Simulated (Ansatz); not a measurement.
`O[SiH2][SiH2]Cl` + dimethylamine → `CN(C)[SiH2]O` + `[SiH3]Cl`  (cleavage of the Si–Si bond)

Gas-phase electronic energies from Ansatz, PBE0-D4/def2-TZVP geometries. CCSD(T)/CBS is the MP2 limit (def2-TZVPP, def2-QZVPP) plus CCSD(T) − MP2 in def2-TZVPP, frozen cores. This one scheme is used for every species. DFT in def2-TZVPP. One conformer a species, not always the lowest.

| species | ωB97X-V energy (Eh) |
| --- | --- |
| `O[SiH2][SiH2]Cl` | -1117.38639 |
| `CNC` | -135.17352 |
| `CN(C)[SiH2]O` | -501.14447 |
| `[SiH3]Cl` | -751.44310 |

(1) Work out ΔE.

Largest T1 diagnostic among the species: 0.011.

Results:

(1) ΔE = (-501.14447) + (-751.44310) − (-1117.38639) − (-135.17352) = -0.02766 Eh = -17.4 kcal/mol. CCSD(T)/CBS gives -18.2 kcal/mol.

Leaving LDA and LC-ωPBE aside and taking each functional with its dispersion term where it has one, the values, not all of them listed here, spread over 5.4 kcal/mol, from ωB97M-V to PBE-D4. LDA lies −2.7 kcal/mol from PBE without D4. From BLYP to BHLYP (50 % exact exchange), in def2-TZVPP and without D4, ΔE moves by −2.9 kcal/mol.
